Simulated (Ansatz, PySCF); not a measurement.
Gas-phase reaction in SMILES: BC (CH5B) → B[CH2] + H atom (the C-H bond at the site shown breaks; other sites are not compared here)
Geometries: B3LYP-D3(BJ)/def2-TZVP minima from Ansatz (an electronic-structure program), one conformer each, not searched for the lowest.

Wanted: bond dissociation energy (electronic energy difference), in eV. Cores are frozen in the correlated levels unless marked. UHF or UKS for open shells. No spin-orbit coupling. No relativistic terms. CBS(X,Y): correlation extrapolated as X^-3; Hartree-Fock from the larger set.

CCSD(T)/CBS(def2-TZVPPD,def2-QZVPPD) (Ansatz) gives 4.38 eV.

Another calculation gave 4.21 eV. Which level was it?
(A) wB97M-V/def2-TZVPD (Ansatz)
(B) SVWN5/def2-TZVPD (Ansatz)
(C) BHLYP/def2-TZVPD (Ansatz)
(D) HF/def2-TZVPD (PySCF)

C, BHLYP/def2-TZVPD (Ansatz). The others give 4.34 (wB97M-V), 3.22 (HF), 4.78 (SVWN5) eV.
